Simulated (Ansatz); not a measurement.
Match the barriers

Saddle point of Si₂NH₉Cl₂O, singlet (Si₂H₄Cl₂ ([SiH3][SiH]([Cl])[Cl]) + H₂O + NH₃ → SiNH₃Cl₂ ([NH2][SiH]([Cl])[Cl]) + SiH₄ + H₂O; bonds formed: Si2–H8, H6–O9; dative contacts that become bonds: Si1–N7; bonds broken: Si1–Si2, H6–N7, H8–O9), PBE0-D4/def2-TZVP structure:

```xyz
15
angstrom
Si -1.3582 0.4132 -0.3452
Si 0.6822 -1.8050 -0.4147
Cl -2.8399 1.7713 -0.9095
Cl -1.9305 -0.0856 1.5531
H -1.4527 -0.5973 -1.4052
H 0.7398 1.2049 0.7471
N 0.0471 1.5363 -0.2982
H 1.0749 -0.3620 0.9305
O 1.3819 0.5429 1.5095
H 1.8406 -2.6801 -0.0201
H -0.5002 -2.7276 -0.4135
H 0.9249 -1.5373 -1.8787
H -0.2445 2.5088 -0.3574
H 0.6827 1.3382 -1.0681
H 0.9519 0.4793 2.3705
```

Program: Ansatz 0.2.0. Basis: def2-TZVPP, with def2-QZVPP for the basis limit. Cores are frozen in the correlated methods. Extrapolation: Hartree–Fock as exp(−7.88 √X), correlation as X^−2.97. Four methods, as single points on the PBE0-D4 structures, gave these electronic barriers from the start structure: 146.1, 159.2, 199.4, 250.6 kJ/mol.

Problem. The methods were, in alphabetical order, BHLYP-D4, HF, PBE-D4, r2SCAN-D4. Which gave which? (A judgement: the text doesn't fix the answer.)

Solution. Computed: PBE-D4 146.1; r2SCAN-D4 159.2; BHLYP-D4 199.4; HF 250.6 kJ/mol. For comparison, CCSD(T) at an estimated basis limit (MP2 extrapolated from triple and quadruple zeta, plus CCSD(T) − MP2 in triple zeta) gives 191.7 kJ/mol.

The T1 diagnostic stays at or below 0.012.

Labels in which every atom is bracketed show which atoms are joined, not bond orders.

For scale, one of the runs: CCSD(T)/def2-TZVPP, 356 basis functions, launched by `ansatz run in.yaml --threads 5 --pin off --events-out ev --progress --plain --max-ram 66560MiB --backend cuda --devices 0, --max-vram 37GiB`. The run took 23 s on 5 CPU threads of an AMD EPYC 7R13 and a share of one NVIDIA H100 (shared host), with 0.85 GiB of host memory at its peak.
